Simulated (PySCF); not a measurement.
## Radial density of Pm²⁺ (promethium, charge +2)

B2PLYP, [Xe] 4f5, one real determinant. Calculation: PySCF 2.14, in ANO-RCC-VTZP; the spin-free X2C one-electron Hamiltonian (Gaussian nucleus).

```json
{"r (bohr)": "0.0201", "4πr²ρ (e/bohr)": "78.26", "4πr²(ρα − ρβ)": "0.0024"}
{"r (bohr)": "0.0338", "4πr²ρ (e/bohr)": "71.27", "4πr²(ρα − ρβ)": "0.0058"}
{"r (bohr)": "0.0569", "4πr²ρ (e/bohr)": "99.36", "4πr²(ρα − ρβ)": "0.0090"}
{"r (bohr)": "0.0957", "4πr²ρ (e/bohr)": "93.99", "4πr²(ρα − ρβ)": "0.0099"}
{"r (bohr)": "0.161", "4πr²ρ (e/bohr)": "85.06", "4πr²(ρα − ρβ)": "0.1812"}
{"r (bohr)": "0.271", "4πr²ρ (e/bohr)": "70.18", "4πr²(ρα − ρβ)": "1.2636"}
{"r (bohr)": "0.456", "4πr²ρ (e/bohr)": "38.47", "4πr²(ρα − ρβ)": "4.1105"}
{"r (bohr)": "0.766", "4πr²ρ (e/bohr)": "29.37", "4πr²(ρα − ρβ)": "4.8388"}
{"r (bohr)": "1.29", "4πr²ρ (e/bohr)": "10.21", "4πr²(ρα − ρβ)": "2.2556"}
{"r (bohr)": "2.17", "4πr²ρ (e/bohr)": "3.157", "4πr²(ρα − ρβ)": "0.3254"}
{"r (bohr)": "3.65", "4πr²ρ (e/bohr)": "0.1193", "4πr²(ρα − ρβ)": "0.0123"}
{"r (bohr)": "6.13", "4πr²ρ (e/bohr)": "0.001099", "4πr²(ρα − ρβ)": "0.0008"}
{"r (bohr)": "10.3", "4πr²ρ (e/bohr)": "2.299e-05", "4πr²(ρα − ρβ)": "0.0000"}
```

Densities and radii are taken from the X2C orbitals without a picture-change correction, which distorts them close to the nucleus.

⟨L²⟩ = 24.02 against 30 for a pure H term, so this real determinant mixes terms. Spin-orbit coupling, absent here, splits the open shell strongly.
